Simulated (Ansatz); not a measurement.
`CC(=O)SCCCCn1c2ccccc2c2ccccc21`. Total charge 0; triplet. Geometry PBE-D4/def2-SVP, that of the neutral singlet; atoms count from 1.

```xyz
40

C    -5.206    0.829   -4.685
C    -4.185    1.052   -3.590
O    -4.370    0.806   -2.413
S    -2.632    1.737   -4.213
C    -1.704    1.808   -2.641
C    -1.106    0.464   -2.225
C    -0.314    0.560   -0.918
C     0.238   -0.802   -0.478
N     1.007   -0.751    0.747
C     0.487   -0.859    2.033
C    -0.840   -1.077    2.443
C    -1.091   -1.159    3.820
C    -0.052   -1.022    4.768
C     1.268   -0.798    4.356
C     1.549   -0.711    2.981
C     2.758   -0.487    2.213
C     4.106   -0.272    2.553
C     5.044   -0.079    1.531
C     4.647   -0.097    0.175
C     3.311   -0.309   -0.194
C     2.374   -0.509    0.834
H    -6.141    0.446   -4.235
H    -4.822    0.101   -5.427
H    -5.407    1.776   -5.226
H    -2.411    2.179   -1.871
H    -0.920    2.578   -2.795
H    -0.455    0.079   -3.040
H    -1.934   -0.267   -2.106
H    -0.960    0.965   -0.109
H     0.531    1.275   -1.029
H     0.883   -1.230   -1.274
H    -0.595   -1.523   -0.337
H    -1.659   -1.176    1.716
H    -2.121   -1.329    4.167
H    -0.286   -1.091    5.841
H     2.075   -0.689    5.096
H     4.416   -0.256    3.609
H     6.101    0.091    1.783
H     5.401    0.062   -0.611
H     3.015   -0.313   -1.253
```

Single mean-field runs in def2-TZVP are fitted with def2-universal-jkfit. At PBE0-D4/def2-TZVP a singlet of charge 0 lies 3.35 eV below the triplet at the same geometry.

(1) Estimate the Mulliken populations of the heavy atoms from the PBE0/def2-TZVP orbitals of Ansatz.

(2) Where does the spin sit?

(3) And the Mayer bond orders between heavy atoms (over 0.3)?

Answers

(1) 
```csv
atom,charge (e),spin (α − β)
C1,-0.37,0.00
C2,0.21,0.00
O3,-0.32,0.00
S4,-0.09,0.00
C5,-0.16,0.00
C6,-0.25,0.00
C7,-0.23,0.02
C8,-0.25,-0.03
N9,0.19,0.31
C10,0.10,-0.10
C11,-0.21,0.38
C12,-0.20,0.20
C13,-0.08,0.04
C14,-0.25,0.47
C15,0.00,-0.03
C16,0.06,0.19
C17,-0.29,0.17
C18,-0.05,0.13
C19,-0.19,0.20
C20,-0.24,0.09
C21,0.11,0.04
```
Mulliken values depend strongly on the basis.

(2) Summed by element: C 1.78, O 0.00, S 0.00, N 0.31, H -0.09, of 2 unpaired in all. Largest on single atoms: C14 0.47, C11 0.38, N9 0.31.

(3) C1–C2 0.98 (1.51 Å); C2–O3 1.96 (1.22 Å); C2–S4 1.19 (1.81 Å); S4–C5 0.99 (1.83 Å); C5–C6 1.00 (1.53 Å); C6–C7 0.99 (1.53 Å); C7–C8 0.99 (1.53 Å); C8–N9 0.90 (1.45 Å); N9–C10 1.13 (1.39 Å); N9–C21 1.21 (1.39 Å); C10–C11 1.35 (1.41 Å); C10–C15 1.25 (1.43 Å); C11–C12 1.20 (1.40 Å); C12–C13 1.53 (1.41 Å); C13–C14 1.30 (1.40 Å); C14–C15 1.25 (1.41 Å); C15–C16 1.15 (1.45 Å); C16–C17 1.24 (1.41 Å); C16–C21 1.16 (1.43 Å); C17–C18 1.46 (1.40 Å); C18–C19 1.32 (1.41 Å); C19–C20 1.39 (1.40 Å); C20–C21 1.34 (1.41 Å).
